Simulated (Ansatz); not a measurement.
C3H7N, SMILES `C/C=N/C` (charge 0, multiplicity 1).

Cartesian coordinates (Å):
```xyz
11

C     -1.8466    -0.1006     0.0160
C     -0.4130    -0.0622    -0.3792
N      0.5144     0.1194     0.4532
C      1.8676     0.1387    -0.0337
H     -2.4093     0.6738    -0.5144
H     -2.2941    -1.0603    -0.2609
H     -1.9485     0.0492     1.0902
H     -0.1949    -0.2022    -1.4515
H      1.9482    -0.0121    -1.1206
H      2.4453    -0.6384     0.4743
H      2.3310     1.0947     0.2254
```
Charge 0, multiplicity 1.

Frozen-core energies in 6-31g from Ansatz (a first-principles code) at a geometry from PBE0-D3(BJ)/def2-TZVP; the HF reference has <S^2> = 0.00 (restricted, and unstable towards unrestricted orbitals) and the T1 diagnostic is 0.010.

| level | energy (Ha) |
|---|---|
| HF | -172.02390 |
| MP2 | -172.40686 |
| CCSD | -172.44849 |
| CCSD(T) | -172.45969 |

### Question
Estimate the energies of CCSDT and CCSDT(Q), and give each level's difference from CCSDT(Q).

### Answer

```csv
level,energy (Ha),difference from CCSDT(Q) (mHa)
MP2,-172.40686,54.46
CCSD,-172.44849,12.82
CCSD(T),-172.45969,1.62
CCSDT,-172.46027,1.04
CCSDT(Q),-172.46132,0.00
```
